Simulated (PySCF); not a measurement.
**Dipole response of As⁻ (arsenic, charge -1)**

[Ar] 3d10 4s2 4p4, high-spin 3P determinant. Computed with PySCF 2.14 in aug-cc-pwCVTZ-PP with ECP10MDF, with a scalar-relativistic core potential. Coupled (time-dependent) response in atomic units; α is the mean over directions.

| method | mean α (bohr³) | α xx, yy, zz | C₆ (like pair) | S(−4) |
| --- | --- | --- | --- | --- |
| UHF | 83.48 | 64.73, 121.0, 64.73 | 1072 | 3815 |

S(−4) is the Cauchy moment in α(ω) = α(0) + S(−4) ω² + …

Spin-orbit coupling is absent.

α(iu) at UHF:

```tsv
u (hartree)	α(iu) (bohr³)
0	83.48
0.0500	75.85
0.100	62.95
0.200	42.33
0.300	29.20
0.500	15.65
0.750	8.661
1.00	5.515
1.50	2.874
2.00	1.818
3.00	0.9742
5.00	0.4574
```

A single London oscillator, α(iu) = α/(1 + u²/ω²), gives C₆ = (3/4) ω α². Matching the computed C₆ needs ω = 4 × 1072 / (3 × 83.48²) = 0.205 hartree.

For an ion, C₆ is the dispersion term alone; charge-induced terms of lower order in 1/R come first.

The components differ because the open shell of this determinant is not spherical; for a pure term their mean is the scalar polarisability.

Energies and moments cover only the electrons outside the core potential.
